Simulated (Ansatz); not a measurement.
C₂H₅Cl₂Si (SMILES [CH2][Si](C)(Cl)Cl), doublet, at a GFN2-xTB geometry. Base run: PBE0/3-21G (Ansatz, an electronic-structure program).

Ansatz was given this input:
Ansatz 0.2 input:
```yaml
crystal:
  periodic: [false, false, false]
  atoms:
    - {symbol: C, position_ang: [-1.30812215, -1.52127764, -0.54406338]}
    - {symbol: Si, position_ang: [0.01262226, -0.32473758, -0.06082586]}
    - {symbol: C, position_ang: [1.73881233, -1.12320320, 0.11087430]}
    - {symbol: Cl, position_ang: [-0.46846581, 0.51463813, 1.72890142]}
    - {symbol: Cl, position_ang: [0.13777144, 1.13737520, -1.46996919]}
    - {symbol: H, position_ang: [-1.54162794, -1.73775962, -1.57106094]}
    - {symbol: H, position_ang: [-1.87363874, -2.07880668, 0.18082678]}
    - {symbol: H, position_ang: [1.73631846, -1.90049328, 0.86868372]}
    - {symbol: H, position_ang: [2.48251296, -0.38326933, 0.39586340]}
    - {symbol: H, position_ang: [2.05738669, -1.57068661, -0.82546441]}
basis:
  gaussian:
    orbitals: 3-21G.json
hamiltonian:
  xc: pbe0
magnetization: {spin_polarized: true, initial_magnetization: 1}
```
The basis file holds 3-21G in the JSON format of the Basis Set Exchange.

The bond that is stretched is that between atoms 8 and 3. A test that says stable can miss a lower solution.

Variants of this job, named by their change:

```
change                                                           ΔE vs base (kcal/mol)  <S^2>       stability test says
---------------------------------------------------------------  ---------------------  -----  ------------------------
base                                                                             0.000  0.754                   minimum
spin_polarized = on; lower_state_search = off                                    0.000  0.754  undecided (no full test)
spin_polarized = on; lower_state_search = standard                               0.000  0.754                   minimum
bond × 1.25                                                                      16.53  0.754                   minimum
spin_polarized = on; lower_state_search = off; bond × 1.25                       16.53  0.754  undecided (no full test)
spin_polarized = on; lower_state_search = standard; bond × 1.25                  16.53  0.754                   minimum
bond × 1.5                                                                       46.49  0.754                   minimum
spin_polarized = on; lower_state_search = off; bond × 1.5                        46.49  0.754  undecided (no full test)
spin_polarized = on; lower_state_search = standard; bond × 1.5                   46.49  0.754                   minimum
bond × 1.8                                                                        81.2  0.755                   minimum
spin_polarized = on; lower_state_search = off; bond × 1.8                         81.2  0.755  undecided (no full test)
spin_polarized = on; lower_state_search = standard; bond × 1.8                    81.2  0.755                   minimum
bond × 2.2                                                                       106.9  1.457                   minimum
spin_polarized = on; lower_state_search = off; bond × 2.2                        106.9  1.457  undecided (no full test)
spin_polarized = on; lower_state_search = standard; bond × 2.2                   106.9  1.457                   minimum
bond × 3.0                                                                       116.2  1.737                   minimum
spin_polarized = on; lower_state_search = off; bond × 3.0                        116.2  1.737  undecided (no full test)
spin_polarized = on; lower_state_search = standard; bond × 3.0                   116.2  1.737                   minimum
```

On stretching, the SCF can end on different states; <S^2> shows the spin contamination of each.
